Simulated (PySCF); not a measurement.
All values below come from PySCF with PBE-D3(BJ)/def2-TZVP // PBE0-D3(BJ)/def2-TZVP. Isolated molecules, 0 K electronic values unless said otherwise. 

Reference species (SMILES): `[SiH3][Si][SiH3]` (excited triplet) (neutral, multiplicity 3).

```
Property        Value
-------------  ------
dipole moment  0.11 D
```

Changed species: `[SiH3][Si][N+]#[C-]` (excited triplet) (X = isocyano, multiplicity 3; the reference has X = silyl, multiplicity 3).

### Question
Predict the effect on the dipole moment.

### Answer
the dipole moment increases by 3.49 D, to 3.60 D.
